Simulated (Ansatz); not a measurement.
`F[SiH2]O[SiH2]Cl` and `Cl[SiH2][O][SnH3]` differ in one atom or group.

Ansatz, PBE0-D4/def2-TZVP geometries, multiplicity 1. Each molecule was computed in one conformer, which needn't be the lowest.

Elements past krypton have def2 core potentials.

| property | `F[SiH2]O[SiH2]Cl` |
| --- | --- |
| LUMO energy (B3LYP/def2-TZVPP) / eV | -0.04 |
| size of the dipole moment (PBE/def2-TZVPP) / D | 1.26 |
| HOMO energy (PBE/def2-TZVPP) / eV | -7.65 |
| LUMO energy (PBE0/def2-TZVPP) / eV | 0.16 |
| HOMO energy (ωB97M-V/def2-TZVPP) / eV | -11.28 |
| LUMO energy (PBE/def2-TZVPP) / eV | -0.73 |

**Question.** Give the same properties after the change, and the shifts. (Best estimate.)

**Answer.** Ansatz gave: 
```csv
property,`Cl[SiH2][O][SnH3]`,shift
LUMO energy (B3LYP/def2-TZVPP) / eV,-1.02,-0.98
size of the dipole moment (PBE/def2-TZVPP) / D,2.07,0.81
HOMO energy (PBE/def2-TZVPP) / eV,-6.96,0.69
LUMO energy (PBE0/def2-TZVPP) / eV,-0.79,-0.95
HOMO energy (ωB97M-V/def2-TZVPP) / eV,-10.60,0.68
LUMO energy (PBE/def2-TZVPP) / eV,-1.60,-0.87
```

With PBE0 the HOMO rises by 0.69 eV and the LUMO falls by 0.95 eV, so the gap narrows by about 1.64 eV. PBE moves the HOMO by 0.69 eV and ωB97M-V by 0.68 eV. Dipoles are sizes alone; their direction can turn.

B3LYP here is the variant with VWN-RPA as its local correlation; programs differ in this.
